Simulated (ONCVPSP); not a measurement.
# tantalum: one change to an ONCV potential, before and after

ONCVPSP 4.0.1 input, shortened (lines: element, Z, core and valence counts, functional; n l f; lmax; l rc ep ncon nbas qcut; lloc lpopt rc5 dvloc0; l nproj debl; icmod fcfact rcfact), Wu-Cohen, scalar-relativistic:

```
  Ta 73.00   12    2  -118130      upf
    1    0    2.00
    2    0    2.00
    2    1    6.00
    3    0    2.00
    3    1    6.00
    3    2   10.00
    4    0    2.00
    4    1    6.00
    4    2   10.00
    4    3   14.00
    5    0    2.00
    5    1    6.00
    5    2    3.00
    6    0    1.00
    2
    0    2.70    0.00    3    6    2.40
    1    2.65    0.19    4    7    3.30
    2    2.00    0.00    4    7    5.00
    4    5    1.45   -1.00
    0    2    2.50
    1    3    2.80
    2    1    2.40
    3    3.00    1.60
```

In the p channel the program set the typed energies aside and used 0.050, 2.850, 5.650 Ha.

All-electron outer shells of the reference configuration (Wu-Cohen, scalar-relativistic, ld1.x):

```json
{"shell": "4f", "level (eV)": "-31.94", "outermost node (bohr)": "–", "outermost maximum (bohr)": "0.44"}
{"shell": "6s", "level (eV)": "-11.67", "outermost node (bohr)": "1.32", "outermost maximum (bohr)": "2.68"}
{"shell": "5d", "level (eV)": "-10.54", "outermost node (bohr)": "0.65", "outermost maximum (bohr)": "1.56"}
```

Change: s: rc 3.48.

Cutoffs: the cutoffs (Ha) at which the residual kinetic energy of the hardest occupied pseudo-wave falls to 1 and 0.1 mHa per electron; they do not see the model core or the augmentation charge, which bear on the density cutoff. Errors are all-electron minus pseudo energies relative to the spin-unpolarised reference configuration.

Task: What does the change do?

Result: The potential gets neither clearly harder nor softer (12 Ha and 33 Ha → 12 Ha and 33 Ha); both files keep a bound ghost (s); of the 4 tests that both files solve, the error grows in 2 and shrinks in 0 by more than 15 % and 0.3 meV (median size 123.9 → 132.5 meV).

| quantity | base | changed |
| --- | --- | --- |
| cutoff, loose | 12 Ha | 12 Ha |
| cutoff, tight | 33 Ha | 33 Ha |
| loose cutoff by channel | s 3.0 Ha, d 12 Ha | s 2.3 Ha, d 12 Ha |
| bound ghosts | s | s |
| GHOST(+) flags under 300 eV | s at 96.0 eV, p at 103.6 eV | s at 72.4 eV, p at 103.6 eV |
| error for 5d3 6s2, meV [ΔE -8.52 eV] | -72 | -73 |
| error for 5d3 6s0, meV [ΔE 14.97 eV] | -176 | -192 |
| error for 5d2 6s0, meV [ΔE 38.57 eV] | -536 | -637 |
| error for 5d3 6s0 6p2, meV [ΔE 0.20 eV] | -53 | -72 |
| p: phases at 2.69 bohr within 0.05 rad from the reference energy up to (Ha; the scan ends near 5) | 3.3 | 3.3 |
| d: phases at 2.03 bohr within 0.05 rad from the reference energy up to (Ha; the scan ends near 5) | 2.2 | 2.2 |
| rms error of d²Exc/dni dnj with the model core, mHa | 5.32 | 5.56 |

Base: The cutoffs count occupied waves only; projector 3 of the p channel, the hardest unoccupied one, needs 39 Ha at the loose tolerance. Changed file: The cutoffs count occupied waves only; projector 3 of the p channel, the hardest unoccupied one, needs 39 Ha at the loose tolerance. A true bound ghost makes a file unfit for plane-wave use even where its test errors are small: the radial tests pick states by their node count and pass the ghost by.
